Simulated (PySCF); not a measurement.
C₆ coefficients of unlike pairs at r2SCAN0

Calculated with PySCF 2.14 from the dipole response of each species, C₆(A,B) = (3/π) ∫ α_A(iu) α_B(iu) du, in atomic units, from isotropic polarisabilities. For ions this is the dispersion term alone; charge-induced terms of lower order in 1/R come first.

```
species       configuration                                                                                              basis      relativity  α (bohr³)  C₆ (like pair)
     B⁺       [He] 2s2 (1S)                                                                             def2-TZVPPD (6s3p3d1f)            none      11.02           31.18
    Br⁻           [Kr] (1S)  aug-cc-pVQZ-PP with one added diffuse shell each of s, p, d, f, g type with ECP10MDF (8s7p6d4f3g)  core potential      50.00           545.9
   Ge²⁺  [Ar] 3d10 4s2 (1S)                          x2c-TZVPPall with one added diffuse shell each of s, p, d type (7s6p5d1f)   spin-free X2C      10.78           41.72
```

Estimate C₆ for Ge²⁺ with B⁺.

The integral gives 35.55. The combination rule 2 C_A C_B / (C_A α_B/α_A + C_B α_A/α_B) gives 35.57 and the geometric mean 36.07.

No spin-orbit coupling is included.

The other pairs:

```
     pair     C₆
  Br⁻, B⁺  130.2
Ge²⁺, Br⁻  148.4
```
